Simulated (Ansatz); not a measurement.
Calculated with Ansatz (gas phase, PBE0-D4/def2-TZVP geometries, no zero-point term in ΔE). CBS: MP2 limit from def2 TZ/QZ plus the TZ coupled-cluster correction, frozen cores. DFT in def2-TZVPP. B3LYP here is the variant with VWN-RPA as its local correlation; programs differ in this. For Ge outer-core shells are correlated without core-valence functions, which leaves a few kJ/mol of doubt a bond. Scalar relativity is left out up to krypton. Each species was taken in one conformer, which may not be the lowest.

Reaction (ligand exchange at a Ge–C bond): `B[CH](Cl)[GeH3]` + `[NH2][GeH2][F]` → `[F][GeH2][NH][GeH3]` + `BCCl`

```tsv
level	ΔE (kJ/mol)	difference from CCSD(T)/CBS
PBE0-D4	-2.2	3.5
B3LYP-D4	-7.6	-1.9
ωB97M-V	-6.0	-0.3
B2PLYP	-10.1	-4.4
r2SCAN	-2.5	3.2
B3LYP	-10.1	-4.4
HF/def2-TZVPP	-32.9	-27.2
MP2/def2-TZVPP	-5.8	-0.1
CCSD/def2-TZVPP	-12.1	-6.4
CCSD/CBS(def2)	-9.4	-3.7
CCSD(T)/CBS	-5.7	0
```

Largest T1 diagnostic among the species: 0.012.

In def2-TZVPP, CCSD(T) changes the Hartree–Fock value by +24.6 kJ/mol (the triples alone add +3.8 kJ/mol) and MP2 by +27.1 kJ/mol. From PBE to PBE0 (25 % exact exchange), in def2-TZVPP and without D4, ΔE moves by −5.8 kJ/mol.
